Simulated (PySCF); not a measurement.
## Relaxation of singlet BiSCl

Method: PySCF, PBE0, basis Bi def2-TZVP with ECP60, S def2-TZVP, Cl def2-TZVP (scalar-relativistic core potentials, no spin–orbit coupling, density fitting). A (50,194) grid was used.

A hand-made linear start, of C∞v symmetry, held to at least that symmetry:

```xyz
3
charge 0 multiplicity 1, angstrom
Bi    0.0000    0.0000   -0.0445
S     0.0000    0.0000   -2.3945
Cl    0.0000    0.0000    2.4555
```

Optimiser trace:
| step | E − E(last) (kJ/mol) | largest gradient (Eh/bohr) |
| --- | --- | --- |
| 0 | 13.32 | 0.03307 |
| 1 | 1.94 | 0.01461 |
| 2 | 0.13 | 0.00262 |
| 3 | 0.00 | 0.00034 |
| 4 | 0.00 | 0.00001 |

It ends at C∞v with Bi–Cl 2.687 Å, Bi–S 2.319 Å; Cl–Bi–S 180.0°. A frequency run shows 2 imaginary modes (one degenerate set), down to 141i cm⁻¹, so it is a higher-order saddle point.

Spin–orbit coupling, left out here, can matter for elements this heavy.
